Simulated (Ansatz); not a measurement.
Consider the formal exchange of groups at the Al–C bond: `C[CH2][AlH][O][SiH3]` + BH₃ → `[BH2][AlH][O][SiH3]` + `CC`.

Computed with Ansatz on PBE0-D4/def2-TZVP structures; ΔE is electronic, products minus reactants. CCSD(T)/CBS is the MP2 limit (def2-TZVPP, def2-QZVPP) plus CCSD(T) − MP2 in def2-TZVPP, frozen cores. This one scheme is used for every species. DFT in def2-TZVPP. B3LYP here is the variant with VWN-RPA as its local correlation; programs differ in this. HSE06 is defined as in plane-wave codes. Each species was taken in one conformer, which may not be the lowest.

`C[CH2][AlH][O][SiH3]`:

Cartesian coordinates in Å:
```
C 0.099 1.690 -0.846
C 1.283 0.751 -1.072
Al 1.187 -0.984 -0.185
O -0.170 -1.363 0.747
Si -1.587 -1.394 1.533
H 0.221 2.641 -1.374
H -0.035 1.924 0.213
H -0.839 1.247 -1.189
H 2.220 1.232 -0.758
H 1.425 0.565 -2.145
H 2.316 -2.090 -0.278
H -2.402 -0.191 1.207
H -1.357 -1.424 3.003
H -2.362 -2.604 1.146
```

BH₃:

```xyz
4

B     0.000    0.000    0.000
H     1.050    0.508   -0.254
H    -0.364   -0.082    1.134
H    -0.685   -0.426   -0.880
```

`[BH2][AlH][O][SiH3]`:

Cartesian coordinates in Å:
```
B 1.992 0.727 1.395
Al 0.954 -0.864 0.450
O -0.467 -0.495 -0.387
Si -1.805 0.024 -1.141
H 1.768 1.069 2.523
H 2.856 1.355 0.847
H 1.400 -2.388 0.459
H -3.011 -0.600 -0.534
H -1.931 1.504 -1.027
H -1.754 -0.334 -2.584
```

`CC`:

```xyz
8

C     0.723   -0.146   -0.180
C    -0.723    0.146    0.180
H     1.352   -0.203    0.711
H     0.818   -1.096   -0.710
H     1.138    0.632   -0.825
H    -1.352    0.203   -0.711
H    -0.818    1.096    0.710
H    -1.138   -0.632    0.825
```

| level | ΔE (kJ/mol) | difference from CCSD(T)/CBS |
| --- | --- | --- |
| LDA (SPW92) | 10.1 | -5.4 |
| PBE-D4 | 9.5 | -6.0 |
| revPBE-D4 | 11.3 | -4.2 |
| BLYP-D4 | 15.9 | 0.4 |
| r2SCAN-D4 | 14.6 | -0.9 |
| B97M-V | 11.4 | -4.1 |
| PBE0-D4 | 10.7 | -4.8 |
| B3LYP-D4 | 16.1 | 0.6 |
| r2SCANh-D4 | 14.9 | -0.6 |
| r2SCAN0-D4 | 15.1 | -0.4 |
| HSE06-D4 | 10.6 | -4.9 |
| BHLYP-D4 | 16.8 | 1.3 |
| CAM-B3LYP-D4 | 16.4 | 0.9 |
| ωB97X-V | 13.9 | -1.6 |
| ωB97M-V | 19.6 | 4.1 |
| B2PLYP | 14.3 | -1.2 |
| PBE | 4.9 | -10.6 |
| revPBE | 2.2 | -13.3 |
| BLYP | 7.2 | -8.3 |
| PBE0 | 6.5 | -9.0 |
| B3LYP | 9.0 | -6.5 |
| r2SCANh | 13.2 | -2.3 |
| r2SCAN0 | 13.3 | -2.2 |
| HSE06 | 6.6 | -8.9 |
| LC-ωPBE | 9.5 | -6.0 |
| RPA@PBE/def2-TZVPP | 13.9 | -1.6 |
| MP2/def2-SVP | 17.1 | 1.6 |
| CCSD/def2-SVP | 8.1 | -7.4 |
| CCSD(T)/def2-SVP | 9.2 | -6.3 |
| HF/def2-TZVPP | 9.0 | -6.5 |
| MP2/def2-TZVPP | 23.0 | 7.5 |
| SCS-MP2/def2-TZVPP | 19.4 | 3.9 |
| CCSD/def2-TZVPP | 12.9 | -2.6 |
| CCSD(T)/def2-TZVPP | 14.7 | -0.8 |
| HF/def2-QZVPP | 9.2 | -6.3 |
| MP2/def2-QZVPP | 23.6 | 8.1 |
| SCS-MP2/def2-QZVPP | 19.9 | 4.4 |
| HF/CBS(def2) | 9.3 | -6.2 |
| MP2/CBS(def2) | 23.8 | 8.3 |
| CCSD/CBS(def2) | 13.8 | -1.7 |
| CCSD(T)/CBS | 15.5 | 0 |

Largest T1 diagnostic among the species: 0.012.

In def2-TZVPP, CCSD(T) changes the Hartree–Fock value by +5.7 kJ/mol (the triples alone add +1.8 kJ/mol) and MP2 by +14.0 kJ/mol. At CCSD(T), def2-SVP lies −6.3 kJ/mol from the extrapolated value and def2-TZVPP −0.8 kJ/mol.
